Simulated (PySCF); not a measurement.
CH₇ClO₂Si₂. Atoms are numbered in the order given.

```xyz
13

C     -2.6154    -0.9318     0.8729
Si    -1.3777     0.0683    -0.1150
O     -1.2233     1.6456     0.4779
Si     0.8636    -0.4975     0.2557
O      1.3211     0.6494     1.3638
Cl     1.9125    -0.3097    -1.5323
H     -3.6334    -0.5201     0.7843
H     -2.3427    -0.9517     1.9391
H     -2.6420    -1.9709     0.5064
H     -1.7898     0.0935    -1.5542
H     -1.9395     2.2686     0.3233
H      1.2018    -1.8379     0.8005
H      0.7388     1.4236     1.3094
```

Geometry optimised at PBE0-D3(BJ)/def2-SVP. The structure was generated by enumeration; whether it is a known compound was not checked. One conformer was computed; it need not be the lowest.

Level of theory: PBE/def2-TZVP in PySCF.

ESP charges are fitted to the potential on shells at 1.4 to 2.0 van der Waals radii. Atomic charges (e):

```csv
atom,Mulliken,ESP fit,Löwdin,IAO
C1,-0.46,-0.65,-0.47,-0.75
Si2,0.29,0.53,0.04,0.81
O3,-0.53,-0.67,-0.13,-0.78
Si4,0.40,0.19,-0.24,0.83
O5,-0.45,-0.46,-0.10,-0.77
Cl6,-0.24,-0.15,…,-0.33
H7,0.13,0.18,…,0.16
H8,0.14,0.19,…,0.17
H9,0.14,0.17,…,0.17
H10,-0.04,-0.12,…,-0.13
H11,0.31,0.44,0.17,0.37
H12,-0.03,0.00,…,-0.12
H13,0.33,0.37,…,0.37
```

Q: Some entries are withheld; supply them. (Estimate from the structure and the level; the computed values follow.)

A: 
- Cl6, Löwdin: 0.21
- H7, Löwdin: 0.13
- H8, Löwdin: 0.13
- H9, Löwdin: 0.14
- H10, Löwdin: -0.03
- H12, Löwdin: -0.03
- H13, Löwdin: 0.18

Computed Mayer and Wiberg (Löwdin basis) orders of the bonds:
```
bond     Mayer  Wiberg
-------  -----  ------
C1–Si2    0.97    1.25
Si2–O3    1.14    1.60
Si2–Si4   0.90    0.99
Si4–O5    1.26    1.73
Si4–Cl6   1.14    1.81
C1–H7     0.94    0.90
C1–H8     0.94    0.90
C1–H9     0.93    0.89
Si2–H10   0.91    0.90
O3–H11    0.88    1.03
Si4–H12   0.91    0.92
O5–H13    0.85    0.98
```
